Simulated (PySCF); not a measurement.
**Frontier levels across methods**

Compound: C3H7FSSi.
Cartesian coordinates in Å at the PBE0-D3(BJ)/def2-SVP level; atoms count from 1:
```xyz
13
C3H7FSSi angstrom
C     -0.3379    1.1479    0.0572
C     -0.4491   -0.1869   -0.0594
Si    -2.1114   -0.9888    0.2694
F     -3.1477    0.2133    0.6343
S      0.8149   -1.3120   -0.5081
C      2.2341   -0.2430   -0.7860
H      0.5950    1.6906   -0.1206
H     -1.2097    1.7421    0.3433
H     -2.0481   -1.9203    1.4284
H     -2.6216   -1.6950   -0.9369
H      2.0329    0.4801   -1.5903
H      2.5188    0.2887    0.1341
H      3.0595   -0.9003   -1.0911
```

Basis pcSseg-1 throughout (PySCF), one geometry. Isolated species at its PBE0-D3(BJ)/def2-SVP geometry (one conformer only).

Problem. How do the orbital energies, the gap and the dipole change with the method?

Solution. 
```tsv
method	kind	HOMO (eV)	LUMO (eV)	gap (eV)	μ (D)	SCF cycles
BLYP	GGA	-5.27	-1.15	4.12	2.19	15
B97-D	GGA	-5.40	-1.23	4.18	2.22	16
OPBE	GGA	-5.44	-1.27	4.17	2.23	16
PBE	GGA	-5.45	-1.33	4.12	2.23	16
KT3	GGA	-5.48	-1.28	4.21	2.18	16
KT2	GGA	-5.49	-1.31	4.18	2.22	16
BP86	GGA	-5.55	-1.43	4.12	2.24	15
LDA	LDA	-5.59	-1.53	4.06	2.31	15
B3LYP	global hybrid	-6.30	-0.60	5.71	2.22	14
B97-2	global hybrid	-6.30	-0.47	5.83	2.25	13
PBE0	global hybrid	-6.53	-0.43	6.10	2.26	14
mPW1PW91	global hybrid	-6.56	-0.44	6.12	2.26	14
BHandHLYP	global hybrid	-7.46	0.67	8.13	2.25	13
CAM-B3LYP	range-separated hybrid	-7.76	0.75	8.51	2.19	13
wB97X-D	range-separated hybrid	-8.34	1.34	9.68	2.23	14
HF	Hartree–Fock	-8.88	3.31	12.19	2.30	11
LC-wPBE	range-separated hybrid	-9.10	1.79	10.89	2.17	14
```

The HOMO spans 3.83 eV, from BLYP down to LC-wPBE, and the gap runs from 4.06 eV (LDA) to 12.19 eV (HF). Over the methods BLYP (0 %), B97-D (0 %), OPBE (0 %), PBE (0 %), KT3 (0 %), KT2 (0 %), BP86 (0 %), LDA (0 %), B3LYP (20 %), B97-2 (21 %), PBE0 (25 %), mPW1PW91 (25 %), BHandHLYP (50 %), HF (100 %), a straight line through the gap against the share of exact exchange rises by 0.80 eV for each 10 % (correlation coefficient 1.000). The dipole ranges from 2.17 D (LC-wPBE) to 2.31 D (LDA). This basis has no diffuse functions.
